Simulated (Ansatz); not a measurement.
# Ligand exchange: C5H9Br + HOF → C5H10O + BrF

Species: C5H9Br `BrC1CCCC1`, singlet; HOF (hypofluorous acid) `OF`, singlet; C5H10O (cyclopentanol) `OC1CCCC1`, singlet; BrF (bromine fluoride), singlet. The partners trade Br for OH: C–Br and F–OH bonds give way to C–OH and F–Br.

Shapes, held fixed at every level: PBE0-D4/def2-TZVP. Flexible molecules stand in one conformer, not always the lowest. Programs: Ansatz 0.2.0. The zero-point and thermal change to 298 K, harmonic and unscaled (PBE0-D4/def2-TZVP), is +2.0 kJ/mol.

| level | kind | ΔH(298 K) (kJ/mol) | less CCSD(T)/def2-TZVPP |
| --- | --- | --- | --- |
| HF/def2-SVP | Hartree–Fock | -152.4 | -18.0 |
| r2SCAN-D4/def2-TZVPP | meta-GGA | -135.7 | -1.3 |
| BHLYP-D4/def2-TZVPP | global hybrid | -149.4 | -15.0 |
| PBE0-D4/def2-TZVPP | global hybrid | -138.1 | -3.7 |
| B2PLYP/def2-TZVPP | double hybrid | -143.8 | -9.4 |
| MP2/def2-SVP | perturbation theory | -131.7 | +2.7 |
| MP2/def2-TZVPP | perturbation theory | -137.3 | -2.9 |
| CCSD(T)/def2-TZVPP | coupled cluster or CI | -134.4 | 0.0 |

The highest level, CCSD(T)/def2-TZVPP, gives ΔH(298 K) = -134.4 kJ/mol; the levels span -152.4 to -131.7. The column of differences is taken from that level and isn't an error. No measured value is set beside it here. Relativity is left out for Br. Outer-core shells of Br are correlated, in sets that cover them unevenly.
